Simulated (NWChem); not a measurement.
Two isomers of C3H7FSi, each optimised at PBE0/def2-SVP with NWChem. Flexible species stand in one conformer each, which need not be the lowest. For one or both, no frequency run checked for a minimum.

A: F[C@H]1CC[SiH2]1
B: C=C(F)[SiH2]C

Task: Which is lower in energy, by how much, and how do their other properties compare?

Result: B is lower by 3.7 kcal/mol in electronic energy.
|  | A | B |
|---|---|---|
| highest occupied level (eV) | -7.74 | -7.52 |
| orbital gap (eV) | 8.29 | 7.42 |
| dipole (D) | 1.79 | 1.22 |
